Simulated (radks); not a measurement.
These are the eigenvalues of the occupied orbitals of an atom or ion with whole-number occupations (eV). All-electron calculation, non-relativistic Kohn-Sham, LB94 model potential, spin-polarised, spherical densities, point nucleus. Program: a radial shooting solver on a logarithmic mesh with Libxc functionals.

orbital  eigenvalue
1s down   -15210.25
1s up     -15210.08
2s down   -2338.892
2s up     -2338.597
2p down   -2162.769
2p up     -2162.190
3s up     -627.5987
3s down   -619.7203
3p up     -563.7194
3p down   -555.8193
3d up     -451.1909
3d down   -443.8672

Which element is it, and in what charge state? The configuration may be excited. Open shells, if any, are filled with parallel spins first.

Answer. Z = 37, rubidium, charge +13: Rb13+ in [Ar] 3d6. The list shows which subshells hold electrons but not how many an open one holds; the 1s level, -558.97 hartree, gives Z - s = 33.4 by -(Z - s)^2/2, which with screening narrows Z to a few neighbours, and the depths of the outer levels then fix element, charge and occupations together.
